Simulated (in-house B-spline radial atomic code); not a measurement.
Ionising Tc5+ with different functionals

Computed with a radial B-spline atomic code at the basis-set limit: non-relativistic Hamiltonian, point nucleus, spin-polarised at highest spin, spherical fractional occupations for the functionals, and exact exchange of hybrids averaged over the configuration. The ionisation energy is the difference of two self-consistent energies, [Kr] 4d2 → [Kr] 4d1, without Breit or QED terms; ε is the level of the shell that loses the electron (its least bound occupied spin orbital). There is no spin-orbit coupling in this Hamiltonian.

| method | rung | ΔSCF (eV) | -ε(4d) (eV) |
| --- | --- | --- | --- |
| PBE0 | global hybrid | 73.58 | 67.87 |
| B3LYP | global hybrid | 73.57 | 67.41 |
| TPSSh | global hybrid | 73.47 | 66.51 |
| M06-2X | global hybrid | 73.43 | 70.07 |
| BHandHLYP | global hybrid | ? | ? |
| r2SCAN0 | global hybrid | 73.46 | 67.85 |
| B97-1 | global hybrid | 73.43 | 67.35 |
| HSE06 | range-separated hybrid | 73.55 | 67.42 |
| wB97X | range-separated hybrid | 73.29 | 70.25 |
| CAM-B3LYP | range-separated hybrid | 73.54 | 69.32 |
| LC-wPBE | range-separated hybrid | ? | ? |

Q: What does BHandHLYP give?

A: ΔSCF 73.38 eV, and -ε(4d) = 69.74 eV.

Q: What does LC-wPBE give?

A: ΔSCF 73.63 eV, and -ε(4d) = 70.87 eV.

Q: Among the functionals, which spreads more, the ΔSCF values or the orbital energies?

A: The orbital energies: ΔSCF values span about 0.34 eV and the orbital energies 4.36 eV; here energy differences depend much less on the functional than eigenvalues do.

Q: How do they compare with the NIST value?

A: NIST lists 72 eV ± 2 (tabulated theory, ground level to ground level). Errors run from +1.29 to +1.63 eV; all lie within about twice that uncertainty, so the table can't rank the methods.
